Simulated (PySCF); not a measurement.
H2B2Si, SMILES `B1=[SiH]B1` (charge 0, multiplicity 1)

Computed with PBE0-D3(BJ)/def2-TZVP (PySCF 2.14.0).

* **HOMO**: -7.09 eV
* **dipole moment**: 2.17 D
* **LUMO**: -2.53 eV
* **HOMO–LUMO gap**: 4.56 eV
* **S1 excitation (TDA)**: 2.88 eV
* **S1 oscillator strength**: 0.008
* **T1 excitation (TDA)**: 2.33 eV
* **S1–T1 gap (TDA)**: 0.55 eV
* **vertical ionisation energy (Delta-SCF)**: 9.17 eV
* **total energy**: -340.0716 Ha
* **cost**: around 30 core-seconds (rough)

```xyz
5

B     -0.2763     1.3645    -0.0781
Si     0.9802     0.1149    -0.0207
B     -1.0513     0.0409     0.0123
H      2.2200    -0.7103     0.0115
H     -1.8725    -0.8099     0.0750
```
Charge 0, spin multiplicity 1.
